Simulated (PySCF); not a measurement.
Job file and geometry (Å, from GFN2-xTB) of an NMR shielding run on `InChI=1S/C6H10BClO/c1-4-6(2)5-7(8)9-3/h4-5H,1H2,2-3H3/b6-5+`, GIAO PBE0/pcSseg-1 NMR shielding, non-relativistic, gas phase in PySCF 2.14.0, density-fitted response routines; density fitting, a coarse starting grid and PySCF grid level 2 are the driver's defaults:

```
$ OMP_NUM_THREADS=1 python probes_run.py task.json out

{"job": {"kind": "nmr", "xc": "PBE0", "basis": "pcSseg-1"}, "charge": 0, "multiplicity": 1}
C     -3.482165     0.438983    -0.030779
C     -2.355739     0.552902    -0.728237
C     -1.020618     0.208779    -0.259812
C     -0.883494    -0.287759     1.143397
C      0.027603     0.347018    -1.098884
B      1.533421     0.059652    -0.865568
Cl     2.590492     0.253246    -2.272795
O      2.049259    -0.306777     0.305073
C      3.406139    -0.563407     0.590202
H     -3.509314     0.064982     0.978156
H     -4.431611     0.718508    -0.455033
H     -2.402645     0.933675    -1.740837
H     -1.477477    -1.190116     1.278984
H     -1.248834     0.465261     1.839761
H      0.153216    -0.507228     1.367299
H     -0.213437     0.710045    -2.093335
H      3.793647     0.251825     1.205323
H      3.462474    -1.497131     1.152473
H      3.999278    -0.643207    -0.322850
```

**Question.** Write the output of this run.

**Answer.** 
```
coarse grid: 16512 points
cycle   1  E = -794.2332977172  dE =  1.139e+00  |g| = 6.309e-01  |ddm| = 3.914e+00
cycle   2  E = -794.1692680479  dE =  6.403e-02  |g| = 8.806e-01  |ddm| = 1.120e+00
cycle   3  E = -794.3134447654  dE = -1.442e-01  |g| = 1.452e-01  |ddm| = 6.862e-01
cycle   4  E = -794.3177739664  dE = -4.329e-03  |g| = 2.768e-02  |ddm| = 1.281e-01
cycle   5  E = -794.3179355029  dE = -1.615e-04  |g| = 7.862e-03  |ddm| = 2.918e-02
cycle   6  E = -794.3179469316  dE = -1.143e-05  |g| = 4.794e-03  |ddm| = 1.275e-02
cycle   7  E = -794.3179528190  dE = -5.887e-06  |g| = 1.103e-03  |ddm| = 4.855e-03
final grid: 155136 points
cycle   8  E = -794.3804812960  dE = -5.382e-05  |g| = 1.185e-02  |ddm| = 4.103e-02
cycle   9  E = -794.3804584710  dE =  2.283e-05  |g| = 1.637e-02  |ddm| = 1.923e-02
cycle  10  E = -794.3805102034  dE = -5.173e-05  |g| = 2.225e-03  |ddm| = 1.126e-02
cycle  11  E = -794.3805112287  dE = -1.025e-06  |g| = 2.897e-04  |ddm| = 1.806e-03
cycle  12  E = -794.3805112437  dE = -1.495e-08  |g| = 1.188e-04  |ddm| = 3.562e-04
cycle  13  E = -794.3805112466  dE = -2.963e-09  |g| = 5.288e-05  |ddm| = 1.480e-04
cycle  14  E = -794.3805112473  dE = -6.989e-10  |g| = 1.271e-05  |ddm| = 5.731e-05
converged SCF energy = -794.3805112473

GIAO shielding tensors (ppm)
atom      isotropic    diamagn.    paramagn.     s11        s22        s33       span
  0 C       61.406     254.340    -192.934    -47.742     61.075    170.886    218.628
  1 C       35.536     252.481    -216.944    -74.570     45.256    135.923    210.493
  2 C       20.876     259.892    -239.016    -91.961     -4.017    158.607    250.568
  3 C      170.348     251.487     -81.139    153.332    174.946    182.764     29.432
  4 C       51.245     257.121    -205.877    -39.180     57.711    135.203    174.383
  5 B       66.186     196.887    -130.701     53.115     62.896     82.546     29.431
  6 Cl     810.963    1149.317    -338.353    584.835    900.532    947.523    362.689
  7 O      184.425     400.824    -216.398      3.070    210.306    339.900    336.829
  8 C      130.748     238.897    -108.150    102.395    108.273    181.574     79.180
  9 H       25.990      32.303      -6.314     23.046     24.546     30.377      7.331
 10 H       26.042      27.060      -1.019     24.178     24.995     28.952      4.774
 11 H       25.019      31.851      -6.832     22.782     23.102     29.172      6.389
 12 H       30.016      32.221      -2.204     25.967     28.533     35.550      9.583
 13 H       30.038      32.206      -2.168     26.006     28.495     35.615      9.609
 14 H       27.911      33.668      -5.757     20.501     27.531     35.701     15.200
 15 H       25.851      34.290      -8.439     22.952     23.054     31.548      8.596
 16 H       27.749      26.725       1.023     23.771     25.333     34.142     10.371
 17 H       27.687      27.121       0.566     23.429     25.864     33.768     10.340
 18 H       26.760      26.947      -0.187     21.588     27.664     31.029      9.441
```

Size and cost of the density-fitted run: 210 basis functions, 69 s wall time on 1 thread of an Arm Neoverse N1, shared host; peak memory 0.93 GiB.
